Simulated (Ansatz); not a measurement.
Isomers of C3H10OSi, relaxed with PBE0-D4/def2-TZVP in Ansatz; electronic energies, one conformer each and not always the lowest. Functionals use def2-TZVPP; CBS adds triple-zeta CCSD(T) − MP2 to the MP2 limit of def2-TZVPP and def2-QZVPP.

(1) Order them by energy at frozen-core CCSD(T)/CBS, lowest first. (An estimate is asked.)
A. `C[Si](C)(C)O`
B. `CC(C)O[SiH3]`
C. `CC(C)(O)[SiH3]`
D. `CO[SiH](C)C`
E. `CCO[SiH2]C`

(2) How do r2SCAN-D4, PBE0-D4, ωB97M-V, PBE-D4 place them (kJ/mol, against `C[Si](C)(C)O`)? (An estimate is asked.)

## Answers

(1) A (0.0 kJ/mol), D (103.2 kJ/mol), E (137.2 kJ/mol), B (171.6 kJ/mol), C (282.4 kJ/mol).

(2) Computed: 
| isomer | r2SCAN-D4 | PBE0-D4 | ωB97M-V | PBE-D4 |
| --- | --- | --- | --- | --- |
| `CC(C)(O)[SiH3]` | 288.1 | 277.7 | 283.5 | 270.8 |
| `CCO[SiH2]C` | 139.1 | 136.1 | 137.5 | 134.7 |
| `CO[SiH](C)C` | 102.6 | 101.0 | 101.8 | 99.4 |
| `CC(C)O[SiH3]` | 177.8 | 173.7 | 174.4 | 172.4 |
